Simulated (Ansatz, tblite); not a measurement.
Removing an electron: the cluster Sr5S5⁻. The state is a doublet with charge -1. Geometry: PBE-D4/def2-SVP. Ansatz, gas phase; energy differences of separate SCF runs; the oxidised species is a singlet (the triplet lies 1.95 eV higher at PBE0-D4/def2-TZVPD).

```csv
atom,x (Å),y (Å),z (Å)
Sr1,-0.625,-1.813,-0.291
Sr2,-0.436,1.500,-1.160
Sr3,3.052,-0.364,-0.712
Sr4,-4.009,0.376,0.620
Sr5,1.225,0.575,2.440
S6,-2.743,-0.284,-1.689
S7,1.869,-1.907,1.335
S8,-1.382,0.503,1.580
S9,2.103,2.104,0.276
S10,0.947,-0.690,-2.400
```

In the def2 sets Sr takes a core potential; there is no spin–orbit coupling. The xTB rows come from tblite. The structure comes from a short search, and lower isomers may exist.

| level | −HOMO (eV) | vertical IE (eV) | −LUMO (eV) | HOMO–LUMO gap (eV) | remarks |
| --- | --- | --- | --- | --- | --- |
| GFN1-xTB | – | 6.57 | – | – | – |
| GFN2-xTB | – | 7.09 | – | – | – |
| PBE-D4/def2-TZVPD | -0.13 | 1.35 | -0.63 | 0.51 | HOMO above zero (-1 doublet) |
| PBE0-D4/def2-TZVPD | 0.30 | 1.36 | -1.13 | 1.43 | – |

  A HOMO above zero means that the electron is unbound at that level or that self-interaction error raises the level; the energy of removing that electron tells which. HOMO and LUMO are the levels of the spin that leaves or enters (xTB has no such levels and no spin-polarisation term). Other spin states of the ions may lie lower, which would lower the ionisation energy or raise the affinity. Raw xTB energy differences between charge states are shifted by several eV; the methods need an empirical correction for them.
